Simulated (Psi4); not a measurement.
acetone (C₃H₆O), singlet, geometry from GFN2-xTB; M06-2X/6-31G* (Psi4).

Here is a job for Psi4.
```
memory 2 GB

molecule {
0 1
O    -0.00202356    0.00502782    1.40163302
C    -0.00028613    0.00071094    0.19819253
C    -0.00598572    1.26596943   -0.62421820
C     0.00777494   -1.27041500   -0.61510003
H     0.00018810    2.13672408    0.02569315
H    -0.00028442   -2.13648476    0.04102096
H    -0.89240581    1.29081337   -1.25420279
H     0.86770223    1.28962202   -1.27163889
H     0.89601009   -1.29976872   -1.24232811
H    -0.86404026   -1.29872071   -1.26485435
}

set {
  basis 6-31g*
  basis_guess true
}

energy('m06-2x')
print_variables()
```

The log (banner, timings and long lists left out):

```
  //>>>>>>>>>>>>>>>>>>>>>>>>>>>>>>>>>>>//
  //       Guess SCF, 3-21g Basis      //
  //<<<<<<<<<<<<<<<<<<<<<<<<<<<<<<<<<<<//

   => Loading Basis Set <=

    Name: 3-21G
    Role: ORBITAL
    Keyword: BASIS

         ---------------------------------------------------------
                           SCF Castup computation
         ---------------------------------------------------------
                                   SCF
               by Justin Turney, Rob Parrish, Andy Simmonett
                          and Daniel G. A. Smith
                              RKS Reference
         ---------------------------------------------------------

  ==> Geometry <==

    Molecular point group: c1
    Full point group: C1

    Geometry (in Angstrom), charge = 0, multiplicity = 1:

       Center              X                  Y                   Z               Mass
    ------------   -----------------  -----------------  -----------------  -----------------
         O           -0.001901173262     0.004723731375     1.316861096619    15.994914619570
         C           -0.000163743262     0.000406851375     0.113420606619    12.000000000000
         C           -0.005863333262     1.265665341375    -0.708990123381    12.000000000000
         C            0.007897326738    -1.270719088625    -0.699871953381    12.000000000000
         H            0.000310486738     2.136419991375    -0.059078773381     1.007825032230
         H           -0.000162033262    -2.136788848625    -0.043750963381     1.007825032230
         H           -0.892283423262     1.290509281375    -1.338974713381     1.007825032230
         H            0.867824616738     1.289317931375    -1.356410813381     1.007825032230
         H            0.896132476738    -1.300072808625    -1.327100033381     1.007825032230
         H           -0.863917873262    -1.299024798625    -1.349626273381     1.007825032230

  Running in c1 symmetry.

  Rotational constants: A =      0.33580  B =      0.29224  C =      0.16586 [cm^-1]
  Rotational constants: A =  10067.07746  B =   8761.21919  C =   4972.25485 [MHz]
  Nuclear repulsion =  120.019461791364620

  Charge       = 0
  Multiplicity = 1
  Electrons    = 32
  Nalpha       = 16
  Nbeta        = 16

  ==> Algorithm <==

  SCF Algorithm Type is DF.
  DIIS enabled.
  MOM disabled.
  Fractional occupation disabled.
  Guess Type is SAD.
  Energy threshold   = 1.00e-06
  Density threshold  = 1.00e-06
  Integral threshold = 1.00e-12

[...]
  @DF-RKS Final Energy:  -191.98962640674122
    Total Energy =                       -191.9896264067412233
[...]
   @DF-RKS iter   2:  -193.05527744886365   -1.88426e-03   8.05854e-04 ADIIS/DIIS
   @DF-RKS iter   3:  -193.05670839969926   -1.43095e-03   2.46300e-04 ADIIS/DIIS
   @DF-RKS iter   4:  -193.05681097956645   -1.02580e-04   1.10850e-04 ADIIS/DIIS
   @DF-RKS iter   5:  -193.05683347850774   -2.24989e-05   9.85783e-06 DIIS
   @DF-RKS iter   6:  -193.05683378030076   -3.01793e-07   1.90814e-06 DIIS
   @DF-RKS iter   7:  -193.05683379113120   -1.08304e-08   4.91693e-07 DIIS
  Energy and wave function converged.

  ==> Post-Iterations <==

   Electrons on quadrature grid:
      Ntotal   =   32.0000221871 ; deviation = 2.219e-05

    Orbital Energies [Eh]
    ---------------------

    Doubly Occupied:

[...]
      16A     -0.314458

    Virtual:

[...]
    Final Occupation by Irrep:
              A
    DOCC [    16 ]
    NA   [    16 ]
    NB   [    16 ]

  @DF-RKS Final Energy:  -193.05683379113120

   => Energetics <=

    Nuclear Repulsion Energy =            120.0194617913646482
    One-Electron Energy =                -498.4186648345743720
    Two-Electron Energy =                 198.3629432717239922
    DFT Exchange-Correlation Energy =     -13.0205740196454940
    Empirical Dispersion Energy =           0.0000000000000000
    VV10 Nonlocal Energy =                  0.0000000000000000
    Total Energy =                       -193.0568337911311971

Computation Completed

Properties will be evaluated at   0.000000,   0.000000,   0.000000 [a0]

Properties computed using the SCF density matrix

 Multipole Moments:

 ------------------------------------------------------------------------------------
     Multipole            Electronic (a.u.)      Nuclear  (a.u.)        Total (a.u.)
 ------------------------------------------------------------------------------------

 L = 1.  Multiply by 2.5417464519 to convert [e a0] to [Debye]
 Dipole X            :         -0.0057978            0.0074009            0.0016031
 Dipole Y            :          0.0144054           -0.0183885           -0.0039831
 Dipole Z            :          4.0158767           -5.1262631           -1.1103864
 Magnitude           :                                                    1.1103947

 ------------------------------------------------------------------------------------

  Variable Map:
  ----------------------------------------------------------------------------
[...]
  Array Variable Map:
  ----------------------------------------------------------------------------
[...]
[...]
```
